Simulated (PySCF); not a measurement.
Cl$_{4}$Sn (SMILES [Cl][Sn]([Cl])([Cl])[Cl]), singlet, geometry from GFN2-xTB (such geometries of metal compounds can be far from the true shape) (all electrons, no relativity); B3LYP/3-21G (PySCF).

PySCF was given this input:
```python
from pyscf import gto, scf, dft

mol = gto.M(
    atom='''
Cl
Sn 1 2.316542
Cl 2 2.316542 1 109.471221
Cl 2 2.316542 3 109.471221 1 120.000000
Cl 2 2.316542 4 109.471221 1 120.000000
''',
    basis='3-21g',
    verbose=4,
)

mf = dft.RKS(mol)
mf.xc = 'b3lyp'
mf.kernel()
```

Output, abridged:

```
PySCF version 2.14.0

[INPUT] verbose = 4
[INPUT] num. atoms = 5
[INPUT] num. electrons = 118
[INPUT] charge = 0
[INPUT] spin (= nelec alpha-beta = 2S) = 0
[INPUT] symmetry False subgroup None
[INPUT] Mole.unit = angstrom
[INPUT] Symbol           X                Y                Z      unit          X                Y                Z       unit  Magmom
[INPUT]  1 Cl     0.000000000000   0.000000000000   0.000000000000 AA    0.000000000000   0.000000000000   0.000000000000 Bohr   0.0
[INPUT]  2 Sn     2.316542000000   0.000000000000   0.000000000000 AA    4.377629936052   0.000000000000   0.000000000000 Bohr   0.0
[INPUT]  3 Cl     3.088722680600   0.000000000000   2.184056737879 AA    5.836839941066   0.000000000000   4.127269075102 Bohr   0.0
[INPUT]  4 Cl     3.088722652734   1.891448618309  -1.092028388643 AA    5.836839888407   3.574319867292  -2.063634574786 Bohr   0.0
[INPUT]  5 Cl     3.088722666667  -1.891448635374  -1.092028349235 AA    5.836839914736  -3.574319899538  -2.063634500316 Bohr   0.0

nuclear repulsion = 1019.23960423212
number of shells = 41
number of NR pGTOs = 189
number of NR cGTOs = 83
basis = 3-21g
ecp = {}

******** <class 'pyscf.dft.rks.RKS'> ********
method = RKS
initial guess = minao
damping factor = 0
level_shift factor = 0
DIIS = <class 'pyscf.scf.diis.CDIIS'>
diis_start_cycle = 1
diis_space = 8
diis_damp = 0
SCF conv_tol = 1e-09
SCF conv_tol_grad = None
SCF max_cycles = 50
direct_scf = True
direct_scf_tol = 1e-13
XC library pyscf.dft.libxc version 7.1.2
    S. Lehtola, C. Steigemann, M. J. T. Oliveira, and M. A. L. Marques,  SoftwareX 7, 1–5 (2018)
XC functionals = b3lyp
    P. J. Stephens, F. J. Devlin, C. F. Chabalowski, and M. J. Frisch,  J. Phys. Chem. 98, 11623 (1994)
radial grids:
    Treutler-Ahlrichs [JCP 102, 346 (1995); DOI:10.1063/1.469408] (M4) radial grids

becke partition: Becke, JCP 88, 2547 (1988); DOI:10.1063/1.454033
pruning grids: <function nwchem_prune>
grids dens level: 3
symmetrized grids: False
atomic radii adjust function: <function treutler_atomic_radii_adjust>
small_rho_cutoff = 0
Set gradient conv threshold to 3.16228e-05
Initial guess from minao.
tot grids = 97480
init E= -7817.44254487629
  HOMO = -0.397328866987557  LUMO = -0.169708348635111  gap/eV = 6.19387
cycle= 1 E= -7830.92756301165  delta_E= -13.5  |g|= 0.455  |ddm|= 2.53
  HOMO = -0.336546348297539  LUMO = -0.166024795365594  gap/eV = 4.64013
cycle= 2 E= -7830.87725440247  delta_E= 0.0503  |g|= 0.618  |ddm|= 1.89
  HOMO = -0.359730303340631  LUMO = -0.150742213626856  gap/eV = 5.68686
cycle= 3 E= -7831.01453960024  delta_E= -0.137  |g|= 0.0117  |ddm|= 1.05
  HOMO = -0.359431631966161  LUMO = -0.14846143018466  gap/eV = 5.74079
cycle= 4 E= -7831.01459725548  delta_E= -5.77e-05  |g|= 0.000573  |ddm|= 0.0239
  HOMO = -0.359566378287091  LUMO = -0.148643217665305  gap/eV = 5.73951
cycle= 5 E= -7831.01459739667  delta_E= -1.41e-07  |g|= 0.000177  |ddm|= 0.00175
  HOMO = -0.35953368070977  LUMO = -0.148584628401561  gap/eV = 5.74022
cycle= 6 E= -7831.01459741048  delta_E= -1.38e-08  |g|= 9.37e-06  |ddm|= 0.000433
  HOMO = -0.359533966464514  LUMO = -0.148585837870956  gap/eV = 5.74019
cycle= 7 E= -7831.0145974105  delta_E= -2e-11  |g|= 1.04e-06  |ddm|= 2.26e-05
  HOMO = -0.359533877314396  LUMO = -0.148585857993686  gap/eV = 5.74019
Extra cycle  E= -7831.01459741051  delta_E= -1.64e-11  |g|= 1.41e-06  |ddm|= 3.86e-06
converged SCF energy = -7831.01459741051
```
